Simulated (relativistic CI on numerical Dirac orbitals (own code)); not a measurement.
# One change at a time: Sm XXI

Base calculation: Dirac-Coulomb-Breit CI, separate exchange-only KLI orbitals for each configuration, model QED, unscaled Slater integrals.

CI space (outside the closed core [Ar] 3d10): 4s²4p⁶4d⁶, 4s²4p⁵4d⁷, 4s²4p⁶4d⁵4f, 4s²4p⁴4d⁸, 4s4p⁶4d⁷, 4s²4p⁶4d⁵5s, 4p⁶4d⁸, 4s4p⁶4d⁶4f, 4s²4p⁶4d⁵5p, 4s²4p⁶4d⁵5d, 4s²4p⁶4d⁴5s², 4s²4p⁴4d⁷5s, 4s²4p⁶4d⁵6s, 4s4p⁶4d⁶5s, 4s4p⁶4d⁵5s², 4p⁶4d⁷5s. Levels of other configurations are missing.

The lowest level and the first level of each name with at least 55 % of one term (blank where a level has no safe partner in the second run):

```csv
Level,Base (cm⁻¹),Shift (cm⁻¹)
4s²4p⁶4d⁶ ⁵D4,0,0
4s²4p⁶4d⁶ ⁵D3,31895,+1012
4s²4p⁶4d⁶ ⁵D1,40456,+440
4s²4p⁶4d⁶ ³G5,67193,-3433
4s²4p⁶4d⁶ ³H6,68913,-3597
4s²4p⁶4d⁶ ³D1,100234,-4950
4s²4p⁶4d⁶ ³D2,101709,-4587
4s²4p⁶4d⁶ ³P0,109602,-7618
4s²4p⁶4d⁶ ³D3,112694,-5505
4s²4p⁶4d⁶ ³H5,113921,-3381
4s²4p⁶4d⁶ ¹F3,118802,-5664
4s²4p⁶4d⁶ ¹I6,127000,-5025
4s²4p⁶4d⁶ ³P1,135791,-4384
4s²4p⁵4d⁷ ⁵G°6,924847,+10919
```

At this charge energies of transitions that change n are usually good to better than 1 %, and those within a shell (Δn = 0) to a few per cent. Terms inside the open d or f shell come out 10 to 20 % too wide with unscaled integrals.

Q: One thing was changed in a second run, which moved the levels as shown. Which?
A. Breit term removed
B. valence Slater integrals scaled by 0.9
C. one mean potential for all configurations
D. QED terms removed
E. configuration mixing switched off

A: B. Valence Slater integrals scaled by 0.9. Scaling acts on the splittings between terms and on the mixing, and leaves the fine structure of pure LS terms nearly alone; in jj coupling it moves the levels of one term differently.

LS names give the leading component of a level, which can be under half, so a name can repeat, a term be missing and a line seem to break the LS rules.
